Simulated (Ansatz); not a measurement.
# Energy profile

The step: GeH₂ + CH₄ → CH₄Ge ([CH2][GeH2]) + H₂; bonds formed: Ge1–C3, H2–H4; bonds broken: H2–C3, C3–H4 (atoms numbered as in the saddle structure below).

| atom | x (Å) | y (Å) | z (Å) |
| --- | --- | --- | --- |
| Ge1 | -0.1316 | 0.6513 | 1.3525 |
| H2 | -0.4443 | -0.3697 | -0.9619 |
| C3 | 0.5971 | -0.2277 | -0.2654 |
| H4 | -0.0480 | -0.7732 | -1.6819 |
| H5 | -1.3048 | -0.3088 | 1.7514 |
| H6 | -0.9253 | 1.8586 | 0.7444 |
| H7 | 0.9870 | -1.2271 | -0.0924 |
| H8 | 1.2701 | 0.3966 | -0.8467 |

Electronic energies by CCSD(T) at an estimated basis limit (MP2 extrapolated from triple and quadruple zeta, plus CCSD(T) − MP2 in triple zeta), on PBE0-D4/def2-TZVP structures; CH$_{6}$Ge, singlet; no counterpoise correction. Program: Ansatz 0.2.0. Basis: def2-TZVPP and def2-QZVPP. Cores are frozen in the correlated methods. Filled d shells of the heavier atoms are correlated. The def2 sets are not built for correlating such inner shells, so the correlated values are less sure here. Extrapolation: Hartree–Fock as exp(−7.88 √X), correlation as X^−2.97.

Task: Give the profile in kcal/mol, counted from the separated reactants. (Judge from chemistry; the value comes from the calculation.)

Result: Computed:
```csv
point,kcal/mol
"separated: GeH$_{2}$ (Ge1, H5, H6; singlet) + CH$_{4}$ (H2, C3, H4, H7, H8; singlet)",0.00
start structure,-3.24
saddle,59.03
end structure,18.05
"separated: CH$_{4}$Ge (linked as [CH2][GeH2]; Ge1, C3, H5, H6, H7, H8; singlet) + H$_{2}$ (H2, H4; singlet)",18.46
```

The T1 diagnostic stays at or below 0.025. The restricted Hartree–Fock reference is unstable towards an unrestricted one at one or more of these structures. The start structure is not quite a true minimum (one mode of 89i cm⁻¹).

For scale, one of the runs: CCSD(T)/def2-TZVPP, 163 basis functions (an equivalent command: `ansatz run in.yaml --threads 2`). Time: 35 s of wall clock on 2 CPU threads; the host was shared. Peak host memory: 1.2 GiB.
